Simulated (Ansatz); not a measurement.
Stepwise reaction of `[NH2][Al]([Br])[Br]` with hydrogen chloride, as a gas-phase model of exchange steps in deposition or etching. ΔE in kJ/mol; ΔG adds harmonic PBE0-D4 terms to CCSD(T)/CBS, at 1 bar.

Gas-phase electronic energies from Ansatz, PBE0-D4/def2-TZVP geometries. CCSD(T)/CBS is the MP2 limit (def2-TZVPP, def2-QZVPP) plus CCSD(T) − MP2 in def2-TZVPP, frozen cores. This one scheme is used for every species. DFT in def2-TZVPP. B3LYP here is the variant with VWN-RPA as its local correlation; programs differ in this. For Br outer-core shells are correlated without core-valence functions, which leaves a few kJ/mol of doubt a bond. Scalar relativity is left out up to krypton. Each species was taken in one conformer, which may not be the lowest.

| step | reaction | PBE-D4 | B3LYP-D4 | ωB97M-V | CCSD(T)/CBS | ΔG(400 K) |
| --- | --- | --- | --- | --- | --- | --- |
| 1 | `[NH2][Al]([Br])[Br]` + HCl → `[NH2][Al]([Cl])[Br]` + HBr | -0.2 | -1.9 | -1.1 | 1.3 | -2.4 |
| 2 | `[NH2][Al]([Cl])[Br]` + HCl → `[NH2][Al]([Cl])[Cl]` + HBr | -0.5 | -2.2 | -1.2 | 1.1 | 2.0 |

Question: By hand: ΔE of the 2 steps together at CCSD(T)/CBS.

Answer: (1.3) + (1.1) = 2.4 kJ/mol, or 1.2 kJ/mol a step.

In ΔE the steps differ by no more than 0.2 kJ/mol. ΔG lies between -2.4 and 2.0 kJ/mol a step. PBE-D4 differs from CCSD(T)/CBS by -1.6 to -1.5 kJ/mol a step. Isolated molecules leave out the surface, adducts and barriers. Largest T1 diagnostic: 0.009.
